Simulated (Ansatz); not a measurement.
The cluster Sr₃Se₃⁻, relaxed as a doublet with UKS B3LYP-D4/def2-SVPD in Ansatz, starting from the GFN1-xTB geometry. Force threshold 0.02 eV/Å.

In the def2 sets Sr takes a core potential; there is no spin–orbit coupling. The relaxation made no stability test and no search for a lower SCF solution. The structure comes from a short search, and lower isomers may exist.

Start:

```xyz
6

Sr    2.638    0.292    0.935
Sr   -0.192    0.581   -1.729
Sr   -1.102   -0.727    1.271
Se    1.097   -1.704   -0.409
Se   -2.689   -0.299   -0.944
Se    0.248    1.856    0.875
```

```csv
step,energy (eV),largest force component (eV/Å),SCF passes
1,-198546.2798,1.206,20
2,-198546.5244,0.350,24
3 (rejected),-198546.5177,0.297,23
4,-198546.5445,0.016,21
```

Force components are those of the run's own axes.

End:

```
atom   x (Å)   y (Å)   z (Å)
 Sr1   2.777   0.307   0.982
 Sr2  -0.256   0.568  -1.738
 Sr3  -1.159  -0.726   1.239
 Se4   1.209  -1.752  -0.396
 Se5  -2.903  -0.323  -1.021
 Se6   0.332   1.925   0.933
```

By distances, no bond broke or formed. The bond that changes most is Sr3–Se5, from 2.76 to 2.88 Å (atoms count from 1).

No frequencies were taken in this run, so the end may be a saddle point.

Run time 73 s (4 threads of Arm Neoverse V1 on a shared host), peak host memory 1.1 GiB.
